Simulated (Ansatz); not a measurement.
Program: Ansatz. Geometries: PBE0-D4/def2-TZVP. ΔE: electronic, gas phase. CBS: MP2 limit from def2 TZ/QZ plus the TZ coupled-cluster correction, frozen cores. DFT in def2-TZVPP. B3LYP here is the variant with VWN-RPA as its local correlation; programs differ in this. Elements past krypton have def2 core potentials. For In outer-core shells are correlated without core-valence functions, which leaves a few kJ/mol of doubt a bond. One conformer a species, not always the lowest.

`CN(C)P` + `[NH2][InH][Cl]` → `[CH3][In]([NH2])[Cl]` + `CNP`  (formal exchange of groups at a C–N bond)

`CN(C)P`:

Cartesian coordinates in Å:
```
C -0.908 -0.783 0.862
N -0.358 0.055 -0.181
C 0.871 -0.452 -0.741
P -0.551 1.730 0.039
H -0.230 -0.900 1.722
H -1.113 -1.782 0.463
H -1.846 -0.360 1.223
H 0.739 -1.496 -1.044
H 1.711 -0.409 -0.028
H 1.147 0.126 -1.624
H 0.721 2.127 0.580
H -0.182 2.142 -1.270
```

`[NH2][InH][Cl]`:

Z-matrix (Å, degrees):
```
N
In 1 1.995
H 1 1.008 2 118.5
H 1 1.007 2 121.6 3 -144.3
Cl 2 2.339 1 109.2 3 -17.1
H 2 1.693 1 131.5 3 168.1
```

`[CH3][In]([NH2])[Cl]`:

Cartesian coordinates in Å:
```
C 0.725 -0.391 1.550
In -0.176 -0.316 -0.375
N -0.581 1.181 -1.644
Cl -0.677 -2.351 -1.441
H 0.785 -1.430 1.870
H 1.728 0.035 1.502
H 0.133 0.180 2.265
H -1.189 0.977 -2.423
H -0.747 2.115 -1.302
```

`CNP`:

Cartesian coordinates in Å:
```
C -1.118 -0.375 -0.395
N 0.320 -0.326 -0.228
P 0.939 0.404 1.175
H -1.579 -0.627 0.563
H -1.385 -1.159 -1.109
H -1.561 0.568 -0.741
H 0.814 -0.162 -1.093
H 2.280 -0.053 1.072
H 1.290 1.730 0.757
```

Question: Is it downhill or uphill in electronic energy at CCSD(T)/CBS, and by how much? (Estimate.)

Answer: Ansatz gave: Downhill: ΔE = -0.54 eV.

Question: What do these levels give: LDA (SPW92), PBE-D4, B97M-V, B3LYP-D4, r2SCAN0-D4, CAM-B3LYP-D4, ωB97M-V, PBE, MP2/def2-TZVPP, SCS-MP2/def2-TZVPP, HF/def2-QZVPP, SCS-MP2/def2-QZVPP? (An estimate is asked.)

Answer: Ansatz gave: LDA (SPW92) -0.36, PBE-D4 -0.48, B97M-V -0.39, B3LYP-D4 -0.48, r2SCAN0-D4 -0.49, CAM-B3LYP-D4 -0.45, ωB97M-V -0.48, PBE -0.51, MP2/def2-TZVPP -0.56, SCS-MP2/def2-TZVPP -0.53, HF/def2-QZVPP -0.47, SCS-MP2/def2-QZVPP -0.55 eV.

Largest T1 diagnostic among the species: 0.014.

The D4 term adds +0.06 eV with B3LYP and +0.03 eV with PBE0; it sums over pairs of atoms, weighted by their polarisabilities, and B3LYP, whose exchange is more repulsive, gets the larger term. Leaving LDA and LC-ωPBE aside and taking each functional with its dispersion term where it has one, the values, not all of them listed here, spread over 0.14 eV, from B2PLYP to B97M-V. LDA lies +0.16 eV from PBE without D4. From BLYP to BHLYP (50 % exact exchange), in def2-TZVPP and without D4, ΔE moves by +0.06 eV.
